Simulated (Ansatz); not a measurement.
`O[C]1(F)[CH2][GeH2]1` → `O/C(F)=[CH]\[GeH3]`  (isomerisation)

Computed with Ansatz on PBE0-D4/def2-TZVP structures; ΔE is electronic, products minus reactants. CBS: MP2 limit from def2 TZ/QZ plus the TZ coupled-cluster correction, frozen cores. For Ge outer-core shells are correlated without core-valence functions, which leaves a few kJ/mol of doubt a bond. Scalar relativity is left out up to krypton. Each species was taken in one conformer, which may not be the lowest.

```csv
species,HF/CBS(def2) energy (Eh)
`O[C]1(F)[CH2][GeH2]1`,-2328.40829
`O/C(F)=[CH]\[GeH3]`,-2328.45372
```

(1) Work out ΔE.

Largest T1 diagnostic among the species: 0.012.

## Answers

(1) ΔE = (-2328.45372) − (-2328.40829) = -0.04543 Eh = -1.24 eV. CCSD(T)/CBS gives -0.74 eV.

From PBE to PBE0 (25 % exact exchange), in def2-TZVPP and without D4, ΔE moves by −0.05 eV. In def2-TZVPP, CCSD(T) changes the Hartree–Fock value by +0.40 eV (the triples alone add +0.04 eV) and MP2 by +0.46 eV.
